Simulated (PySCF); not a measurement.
**Two-component Hartree-Fock for Re³⁸⁺ (rhenium, charge +38)**

Start: [Kr] 4d1; 4d5/2 filled at m_j = +5/2. Calculated with PySCF 2.14 in an even-tempered Gaussian basis (16 s from 4.3 bohr⁻², ratio 2.8; 14 p from 5.6 bohr⁻², ratio 2.8; 9 d from 5.6 bohr⁻², ratio 2.8; 3 f from 20 bohr⁻², ratio 3): generalised Hartree-Fock with the X2C-1e Hamiltonian and a Gaussian nucleus; one run each with spin-orbit coupling (SO) screened by Boettger's factors, then bare. This is a chosen level, not necessarily the ground level.

| spinor shell | electrons | ε, screened SO (eV) | ε, bare SO (eV) | weight of nominal j (bare SO) | rms radius, bare SO (bohr) |
| --- | --- | --- | --- | --- | --- |
| 1s1/2 | 2 | -73727.0 | -73725.6 | 1.000 | 0.0204 |
| 2s1/2 | 2 | -14315.3 | -14314.8 | 1.000 | 0.0824 |
| 2p1/2 | 2 | -13750.0 | -13783.9 | 1.000 | 0.0698 |
| 3s1/2 | 2 | -4618.9 | -4618.8 | 1.000 | 0.208 |
| 3p1/2 | 2 | -4369.9 | -4377.5 | 1.000 | 0.199 |
| 3p3/2 | 4 | -4041.4 | -4038.9 | 1.000 | 0.214 |
| 3d3/2 | 4 | -3633.7 | -3640.4 | 1.000 | 0.188 |
| 3d5/2 | 6 | -3563.9 | -3559.7 | 1.000 | 0.192 |
| 4s1/2 | 2 | -2065.7 | -2065.7 | 1.000 | 0.437 |
| 4p1/2 | 2 | -1952.9 | -1955.2 | 1.000 | 0.435 |
| 4p3/2 | 4 | -1853.2 | -1852.4 | 1.000 | 0.462 |
| 4d5/2 | 1 | -1676.8 | -1675.5 | 1.000 | 0.450 |

Q: Where does 2p3/2 lie, and what is the 2p spin-orbit splitting (bare SO)?

A: At -12293.7 eV, 1490.2 eV above 2p1/2.

| quantity | screened SO | bare SO |
| --- | --- | --- |
| E (hartree) | -15827.53039 | -15828.81784 |
| M_J | 5/2 | 5/2 |
| ⟨J²⟩ | 8.751 | 8.751 |
| ⟨L²⟩ | 6.087 | 6.094 |
| ⟨S²⟩ | 0.837 | 0.843 |

Each row is a mean over spinors that exchange with the open shell spreads, by up to 14.628 eV (4p3/2).

Breit and QED terms are absent; they matter most for the inner s and p1/2 levels.

Densities and radii are taken from the X2C orbitals without a picture-change correction, which distorts them close to the nucleus.
